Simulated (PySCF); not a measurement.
Geometry (Å), atoms numbered from 1 in this order:
```xyz
19

C     3.2559   -1.0922   -0.3464
C     1.8616   -0.5737   -0.3102
C     0.6944   -1.2210    0.1906
C    -0.2942   -0.2945   -0.0277
N    -1.6454   -0.2518    0.2070
Si   -2.5239    1.2251   -0.2689
Si   -2.3849   -1.6598    0.9817
O     0.2366    0.7915   -0.5995
N     1.5926    0.6193   -0.7792
H     3.6135   -1.3264    0.6677
H     3.9202   -0.3402   -0.7913
H     3.3157   -2.0153   -0.9426
H     0.6119   -2.2085    0.6354
H    -2.4150    1.4569   -1.7354
H    -2.0174    2.4093    0.4783
H    -3.9413    0.9576    0.1021
H    -1.7727   -1.8839    2.3247
H    -3.8383   -1.3746    1.1069
H    -2.1544   -2.8760    0.1474
```

Theory: shielding tensors at PBE0/pcSseg-1 (GIAO), PBE0-D3(BJ)/def2-SVP geometry, in PySCF (in vacuum, relativity neglected, single conformer, fast rotation and ring inversion assumed for equivalent nuclei).

Question: Predict the 2D correlation tables (HSQC, COSY, HMBC).

Answer: 

HSQC (one-bond C–H):
```csv
δH,δC
5.17 (H13),85.1 (C3)
2.24 (H10/H11/H12),13.9 (C1)
```

HMBC (two and three bonds, from the bond graph):
```csv
δH,δC
5.17 (H13),"174.4 (C4), 164.7 (C2), 13.9 (C1)"
4.83 (H14/H15/H16/H17/H18/H19),174.4 (C4)
2.24 (H10/H11/H12),"164.7 (C2), 85.1 (C3)"
```

No COSY cross peaks are expected.

Shifts are taken against calculated references (same method and geometry level): TMS for ¹H (σ = 31.27 ppm) and ¹³C (σ = 184.41 ppm).

Shifts are as computed. Against solution values, carbons near 30 ppm lie about +2 ppm off and those near 130 ppm about +5 ppm. Of 1211 compounds with measured shifts, 218 miss one by over three times the rms of a fit or turn the order of signals round; such compounds aren't used in these exercises.
